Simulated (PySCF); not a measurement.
# Reading the logs of faulty runs: CGeH6NO

All numbers below are calculated, not measured. They come from PySCF 2.14.0, an open-source quantum chemistry program, on an isolated molecule that a program drew, which may never have been made. The molecule is CGeH6NO (charge 0, doublet), drawn as the SMILES string `NC[O][GeH2]`.

Each row is a Hartree-Fock (HF) and frozen-core CCSD(T) single point in the cc-pVDZ basis, meant for a local HF minimum. Run 1 is clean. Each other run has one planted mistake out of seven kinds, and not every kind appears here: one electron removed, one electron added, multiplicity raised by two, geometry at a saddle point, minimal basis STO-3G, one bond length entered in bohr, all coordinates scaled. The reference is restricted for singlets and unrestricted otherwise, and also for a bond in bohr. Adding or removing an electron swaps singlet and doublet. Electrons count all cores. HOMO and LUMO are orbital energies over both spins, the gradient is its largest component, and the lowest frequency (negative if imaginary) is given only where the gradient is small. Bond lengths are over the 9 bonds as drawn. T1 is the CCSD diagnostic: over 0.02 (restricted) or 0.045 (unrestricted) a single reference is doubtful. Germanium has the cc-pVDZ-PP basis, with a core potential (ECP10MDF) in place of its 10 inner electrons, and its 3s, 3p and 3d shells are frozen in CCSD(T).

Geometry of the clean run:
```xyz
10
CGeH6NO, angstrom
N     0.9972   -0.4937    1.4267
C     0.2122   -0.0493    2.5308
O    -1.1585   -0.0089    2.2135
Ge   -2.4600    0.2612    3.4001
H     0.8455    0.1165    0.6407
H     0.6846   -1.4059    1.1380
H     0.5551    0.9476    2.8207
H     0.3839   -0.7263    3.3734
H    -3.7565   -0.0249    2.6327
H    -2.2640   -0.7059    4.5871
```

| run | electrons | basis functions | <S^2> | HOMO (eV) | LUMO (eV) | gradient (hartree/bohr) | lowest frequency (cm^-1) | mean bond (Å) | longest bond (Å) | T1 | HF (hartree) | CCSD(T) (hartree) | mistake |
|---|---|---|---|---|---|---|---|---|---|---|---|---|---|
| 1 | 59 | 95 | 0.755 | -8.94 | 1.11 | 1.8e-05 | 50 | 1.3215 | 1.782 | 0.0158 | -464.02908 | -464.66838 | no fault |
| 2 | 60 | 95 | 0.000 | -0.54 | 8.99 | 8.0e-02 | - | 1.3215 | 1.782 | 0.0118 | -464.01682 | -464.67895 | one electron added |
| 3 | 59 | 95 | 3.763 | -2.05 | 0.31 | 7.4e-02 | - | 1.3215 | 1.782 | 0.0330 | -463.77319 | -464.39065 | multiplicity raised by two |
| 4 | 59 | 95 | 0.759 | -9.27 | 0.63 | 5.7e-02 | - | 1.4298 | 1.928 | 0.0195 | -463.97380 | -464.63696 | ? |

**Which mistake was planted in run 4, and what did it cost?**

The mean and the longest bond both change by the same factor, 1.082, and the gradient is no longer small. So the mistake is: all coordinates scaled. Subtracting run 1 and multiplying by 627.51 kcal/mol a hartree, the energy moved by 34.7 kcal/mol in HF and 19.7 kcal/mol in CCSD(T).

